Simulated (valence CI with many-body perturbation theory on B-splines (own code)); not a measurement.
**Questions on Pm³⁹⁺**

Calculated by configuration interaction combined with many-body perturbation theory (CI+MBPT): four valence electrons over a frozen Dirac-Fock core [Ar], radial functions for each j: 7 s, 7 p, 8 d, 6 f, 4 g, 1 h, with the one-electron correlation potential Σ1 (screened to all orders), the two-electron term Σ2, the three-electron term Σ3, Breit, model QED; selected single and double excitations, second order for the rest, scaled by the run's own slope (own B-spline code, finite nucleus).

The last digits are not significant, and no measured levels were compared; by estimate large intervals hold to a few tenths of a per cent, small ones and those within an open d or f shell to about a per cent. Only levels of the ground parity were solved; by the run's estimate the other parity begins above the list, which can be wrong where configurations are misplaced.

Levels are named by their leading jj configuration (3d3/2^4 stands for four electrons in 3d with j = 3/2), which in mixed levels can hold well under half, so a name can repeat and another be missing.

Rates and lifetimes use the calculated energies. Strong lines usually hold to 10 to 20 %, long lifetimes can be off by a factor of two.

**Question.** What is the ground level?

**Answer.** (3d3/2^4) J=0, composition 56 % 3d4 3P + 32 % 3d4 5D + 11 % 3d4 1S.

**Question.** How well does LS coupling describe the low levels?

**Answer.** Among the lowest 20 levels the leading LS term, summed over configurations, holds 48 % on average. For single configurations the figures are 48 % in LS and 88 % in jj coupling. Terms mix most in the J = 4 level at 254060 cm⁻¹, where the leading one holds 30 %.

**Question.** Name the longest-lived excited levels whose lifetime is computed, and their main decay.

**Answer.** (3d3/2^2 3d5/2^2) J=6 at 487620 cm⁻¹ lives 17.2 ms, mostly by M1 to (3d3/2^2 3d5/2^2) J=5. The lifetime of (3d3/2^3 3d5/2) J=4 is too uncertain to give, and may be longer.

**Question.** What is the ionisation energy?

**Answer.** 2892.4 eV; NIST lists 2892 ± 4 eV (theoretical).
